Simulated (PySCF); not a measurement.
# Ionisation energy of Rb²⁶⁺ by level of theory

Rb²⁶⁺ [Ne] 3s1 [3s1/2^1, M_J = 1/2] → Rb²⁷⁺ [Ne], as a difference of total energies. All numbers are calculated (PySCF 2.14, the two-component X2C-1e Hamiltonian, in an even-tempered Gaussian basis (19 s from 3.7 bohr⁻², ratio 2.4; 13 p from 4.8 bohr⁻², ratio 2.4; 5 d from 16 bohr⁻², ratio 2.6; 4 f from 24 bohr⁻², ratio 2.6)). Correlated levels: 1s2 frozen; the 52 highest virtual spinors dropped. "Screened" scales the spin-orbit matrix elements by Boettger's factors to mimic the two-electron term; Breit and QED terms are absent.

```tsv
method	ionisation energy (eV)
GHF (screened spin-orbit)	1294.0
GMP2 (screened spin-orbit)	1294.6
```

Breit and QED terms and the two-electron picture change are absent.

For comparison: 1294.6 eV (semi-empirical (NIST evaluation); NIST Atomic Spectra Database, ionization energies).
